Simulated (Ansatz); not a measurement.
A made-up structure of AlSiH3SO, closed shell:

```xyz
7
angstrom
O -1.3899 -0.0003 -0.7047
Si -0.3612 0.9047 0.2888
Al 1.1174 -1.0002 0.0453
S -0.6903 -1.4798 -1.1222
H -1.0412 -2.7258 -1.5391
H -0.0643 2.2122 -0.3605
H 2.4355 -1.8392 0.2762
```

It is relaxed with PBE-D4/def2-SVP and then PBE0-D4/def2-TZVP (Ansatz 0.2.0). Atoms count as bonded within 1.22 times the sum of their covalent radii (H–H: 0.88 Å). The end point is not checked to be a true minimum.

(1) Does its bonding change? (Judge from chemistry; the calculation decides.)

## Answers

(1) Computed: Yes. Formed: O1–Al3; broken: O1–S4, Si2–Al3.

Where it ends: The first stage lowers the energy by 5.06 eV in 27 steps. It ends as AlSiH₃SO ([SiH][O][AlH][SH]):
```tsv
atom	x (Å)	y (Å)	z (Å)
O1	0.2562	0.4636	-0.2691
Si2	0.2812	2.0938	-0.3629
Al3	0.3383	-1.2212	-0.3053
S4	-0.7011	-2.2059	-1.9405
H5	-0.3239	-3.4244	-1.5146
H6	-0.9844	2.3708	0.4807
H7	1.1396	-2.0050	0.7955
```

Labels in which every atom is bracketed show which atoms are joined, not bond orders.

For scale, one of the runs: PBE0-D4/def2-TZVP relaxation, 160 basis functions, launched by `ansatz run in.yaml --threads 2 --pin off --events-out ev --progress --plain --max-ram 4352MiB`. The run took about 30 s on 2 CPU threads of an Arm Neoverse V2 (shared host).
